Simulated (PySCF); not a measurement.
Computed shifts of a molecule C2H9AlN2, PySCF with PBE0/pcSseg-1, GIAO, gas phase, atoms alike by connectivity averaged where their shifts nearly agree, in ppm (number of nuclei): ¹H: 4.39 (1), 2.89 (6), 0.87 (2). ¹⁵N: 53.5 (1), 24.0 (1). ¹³C: 43.4 (2). References: ¹H against TMS (σ = 31.56 ppm); ¹⁵N against NH3 (σ = 267.4 ppm); ¹³C against TMS (σ = 186.3 ppm), references at their B3LYP-D3(BJ)/def2-TZVP geometries, non-relativistic. The structure is a stationary point at TPSSh-D3(BJ)/def2-SVP. One conformer was computed; it need not be the lowest.

**Question.** Identify the compound among the candidates.
A. C[CH2][Al]([NH2])[NH2]
B. C[NH][AlH][NH]C
C. C[N](C)[AlH][NH2]

**Answer.** C, C[N](C)[AlH][NH2]
